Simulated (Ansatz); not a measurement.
`[NH2][Al]([Cl])[Br]` and `[NH2][Al]([NH2])[Br]` differ in one atom or group.

Ansatz, PBE0-D4/def2-TZVP geometries, multiplicity 1. Each molecule was computed in one conformer, which needn't be the lowest.

Scalar relativity is left out up to krypton. Spin–orbit coupling is left out; it splits and shifts lone-pair levels of the heavy atoms by tenths of an eV.

```csv
property,`[NH2][Al]([Cl])[Br]`
LUMO energy (B3LYP/def2-TZVPP) / eV,-0.97
HOMO energy (PBE/def2-TZVPP) / eV,-6.59
HOMO energy (ωB97M-V/def2-TZVPP) / eV,-10.38
"ideal-gas entropy at 298 K and 1 bar (rigid rotor, harmonic PBE0-D4/def2-TZVP) / J/(mol·K)",340
LUMO energy (PBE0/def2-TZVPP) / eV,-0.70
HOMO–LUMO gap (PBE/def2-TZVPP) / eV,5.06
```

What does the change do to each property? (Best estimate.)

Computed: 
| property | `[NH2][Al]([NH2])[Br]` | shift |
| --- | --- | --- |
| LUMO energy (B3LYP/def2-TZVPP) / eV | -0.47 | 0.50 |
| HOMO energy (PBE/def2-TZVPP) / eV | -5.86 | 0.73 |
| HOMO energy (ωB97M-V/def2-TZVPP) / eV | -9.69 | 0.69 |
| ideal-gas entropy at 298 K and 1 bar (rigid rotor, harmonic PBE0-D4/def2-TZVP) / J/(mol·K) | 339 | -1 |
| LUMO energy (PBE0/def2-TZVPP) / eV | -0.17 | 0.53 |
| HOMO–LUMO gap (PBE/def2-TZVPP) / eV | 4.87 | -0.19 |

With PBE0 the HOMO rises by 0.71 eV and the LUMO rises by 0.53 eV, so the gap narrows by about 0.18 eV. PBE moves the HOMO by 0.73 eV and ωB97M-V by 0.69 eV. The zero-point energy changes by 62.3 kJ/mol with +6 modes.

B3LYP here is the variant with VWN-RPA as its local correlation; programs differ in this.
